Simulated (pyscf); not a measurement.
Structures and frequencies: ωB97X-D3(BJ)/def2-SVP in PySCF. Singlets are restricted, triplets unrestricted.

Singlet (Å):
```xyz
9

F     -2.3563    -2.1932     0.7191
C     -1.1987    -1.7469     1.1462
Si     0.1457    -2.0356    -0.2279
Si     0.2368     0.0703    -1.2516
H      1.4309    -2.3226     0.4690
H     -0.1638    -3.1016    -1.2303
H     -1.0922     0.3760    -1.8562
H      0.5749     1.1116    -0.2410
H      1.2747     0.0559    -2.3226
```

Triplet (Å):
```xyz
9

F      2.1670     0.3110    -1.7800
C      1.6656     1.4210    -1.2935
Si     0.6364     1.6457     0.2417
Si    -0.7752    -0.2128     0.4089
H      1.4892     1.7696     1.4644
H     -0.1205     2.9143     0.0589
H     -1.6602    -0.0937     1.6050
H     -1.6133    -0.3069    -0.8208
H      0.0545    -1.4460     0.5348
```

Q: For these two minima of F–C:–SiH₂–SiH₃ (SMILES F[C][SiH2][SiH3]), which spin state lies lower at ωB97X-D3(BJ)/def2-TZVP, and by how much (electronic energies)?

A: The triplet, by 0.13 eV. Zero-point energy shifts E(triplet) − E(singlet) by +0.02 eV. The 7 functionals that were run give -0.47 (r²SCAN) to -0.02 eV (ωB97M-D3(BJ)). Other isomers of F–C:–SiH₂–SiH₃ [triplet] were not searched in full and may lie lower. 

E(triplet) − E(singlet) by level (eV):

```csv
level,gap
ωB97X-D3(BJ)/def2-TZVP,-0.13
PBE/def2-TZVP,-0.18
r²SCAN/def2-TZVP,-0.47
B3LYP-D3(BJ)/def2-TZVP,-0.18
PBE0-D3(BJ)/def2-TZVP,-0.35
M06-2X/def2-TZVP,-0.21
ωB97M-D3(BJ)/def2-TZVP,-0.02
HF/def2-TZVP,-1.00
```

The triplet is the lowest one reached from the SCF start used. A restricted singlet here is unstable towards spin polarisation, as is usual where a triplet lies low; its energy is less safe.
